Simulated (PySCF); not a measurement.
Species: o-phenylenediamine, C6H8N2.
Numbering: `[NH2:1][c:2]1[cH:3][cH:4][cH:5][cH:6][c:7]1[NH2:8]` (hydrogens: H9, H10 on N1; H11 on C3; H12 on C4; H13 on C5; H14 on C6; H15, H16 on N8)

Method: PBE0-D3(BJ)/def2-SVP geometry optimisation, gas phase (PySCF); density fitting, grid level 2; the optimiser is geomeTRIC in internal coordinates, started from a GFN2-xTB structure.

Step 0: E = -9315.3426 eV
```
atom  x, y, z in Å  |  force x, y, z in eV/Å
N1     -1.6248    1.3413    0.7391    0.195  -0.165  -0.354
C2     -0.4840    0.6438    0.3289   -0.492   0.350   0.143
C3      0.7814    1.2004    0.4406    0.047  -0.070  -0.050
C4      1.9017    0.5211   -0.0087    0.095   0.037   0.036
C5      1.7655   -0.7350   -0.5678    0.073  -0.046  -0.058
C6      0.5058   -1.2944   -0.7040    0.061   0.060   0.040
C7     -0.6268   -0.6174   -0.2769   -0.546  -0.301  -0.016
N8     -1.8980   -1.1935   -0.3714    0.292   0.140   0.290
H9     -2.3297    0.7508    1.1576   -0.142  -0.142   0.216
H10    -1.4119    2.1398    1.3202   -0.076   0.086   0.102
H11     0.8853    2.1776    0.8924    0.036   0.406   0.196
H12     2.8774    0.9725    0.0902    0.425   0.196   0.046
H13     2.6334   -1.2791   -0.9097    0.370  -0.230  -0.147
H14     0.3927   -2.2714   -1.1540   -0.057  -0.405  -0.196
H15    -2.6249   -0.5314   -0.6039   -0.175   0.159  -0.172
H16    -1.9214   -2.0023   -0.9763   -0.105  -0.075  -0.076
```

Step 1: E = -9315.3897 eV
```
atom  x, y, z in Å  |  force x, y, z in eV/Å
N1     -1.6529    1.2867    0.7405   -0.012   0.152   0.076
C2     -0.4832    0.6498    0.3272   -0.027  -0.109  -0.019
C3      0.7876    1.2126    0.4328   -0.022   0.122   0.043
C4      1.9173    0.5267   -0.0141    0.066   0.019  -0.012
C5      1.7810   -0.7420   -0.5661    0.066  -0.027  -0.005
C6      0.5125   -1.3076   -0.6981   -0.045  -0.120  -0.032
C7     -0.6264   -0.6239   -0.2758   -0.011   0.114   0.021
N8     -1.9202   -1.1366   -0.3661   -0.041  -0.150  -0.067
H9     -2.2777    0.6589    1.2436    0.005  -0.017  -0.057
H10    -1.4924    2.1300    1.2811    0.018  -0.031  -0.030
H11     0.8910    2.2049    0.8849    0.001  -0.045  -0.002
H12     2.9039    0.9871    0.0813   -0.025  -0.014  -0.001
H13     2.6595   -1.2958   -0.9069   -0.023   0.015   0.007
H14     0.3978   -2.2991   -1.1491    0.005   0.044   0.002
H15    -2.5879   -0.4439   -0.7008    0.021   0.016   0.053
H16    -1.9881   -1.9851   -0.9181    0.027   0.028   0.024
```

Step 2: E = -9315.3916 eV
```
atom  x, y, z in Å  |  force x, y, z in eV/Å
N1     -1.6433    1.3085    0.7315   -0.075  -0.081  -0.005
C2     -0.4848    0.6451    0.3260   -0.021   0.084   0.015
C3      0.7846    1.2108    0.4435    0.059  -0.099  -0.077
C4      1.9147    0.5259   -0.0072    0.016   0.020   0.008
C5      1.7787   -0.7385   -0.5710    0.013  -0.012  -0.009
C6      0.5109   -1.3070   -0.7088    0.012   0.009   0.026
C7     -0.6292   -0.6285   -0.2787   -0.002   0.082   0.063
N8     -1.9172   -1.1588   -0.3590   -0.003   0.010  -0.014
H9     -2.2908    0.6914    1.2180   -0.008   0.016  -0.005
H10    -1.4669    2.1441    1.2775    0.004  -0.022  -0.002
H11     0.8862    2.1978    0.9044   -0.004  -0.011   0.000
H12     2.9010    0.9838    0.0941    0.006  -0.006   0.001
H13     2.6575   -1.2875   -0.9162    0.002   0.002  -0.003
H14     0.3986   -2.2935   -1.1685    0.001   0.005  -0.002
H15    -2.5992   -0.4697   -0.6701    0.000  -0.010   0.005
H16    -1.9789   -2.0013   -0.9193    0.000   0.015  -0.001
```

Task: Estimate the geometry and energy of step 3. (The exact step hangs on the optimiser's Hessian estimate; all steps are aligned on step 2, rigid shifts and turns removed.)

Result: E = -9315.3922 eV, largest force 0.081 eV/Å
```
atom  x, y, z in Å  |  force x, y, z in eV/Å
N1     -1.6525    1.3059    0.7272    0.063  -0.001  -0.004
C2     -0.4857    0.6521    0.3278    0.009  -0.063  -0.051
C3      0.7897    1.2068    0.4405   -0.007   0.061   0.018
C4      1.9220    0.5237   -0.0089   -0.062  -0.027   0.001
C5      1.7834   -0.7402   -0.5731   -0.051   0.020   0.010
C6      0.5113   -1.3012   -0.7060    0.023  -0.018   0.002
C7     -0.6281   -0.6214   -0.2745    0.016  -0.012   0.016
N8     -1.9147   -1.1561   -0.3532    0.019   0.025  -0.001
H9     -2.3020    0.6830    1.2028    0.013   0.003   0.013
H10    -1.4844    2.1390    1.2787   -0.011   0.012   0.017
H11     0.8953    2.1921    0.9028    0.004   0.025   0.008
H12     2.9085    0.9805    0.0935    0.000   0.009   0.006
H13     2.6591   -1.2920   -0.9209    0.002  -0.007  -0.005
H14     0.3946   -2.2862   -1.1667   -0.005  -0.017  -0.005
H15    -2.6007   -0.4679   -0.6564   -0.003  -0.009  -0.015
H16    -1.9742   -1.9955   -0.9175   -0.010  -0.002  -0.010
```

The energy changes by -0.0005 eV. The first-order estimate −F·Δx gives -0.0039 eV and the mean of the old and new forces, exact on a quadratic surface, -0.0005 eV. The step makes an angle of 67° with the force vector and moves no atom by more than 0.021 Å.

What follows is the cost of the whole optimisation. Hardware: one thread, AMD EPYC 9R45 (x86_64), shared host. Cost: 38 s of wall time, 0.74 GiB resident at most.
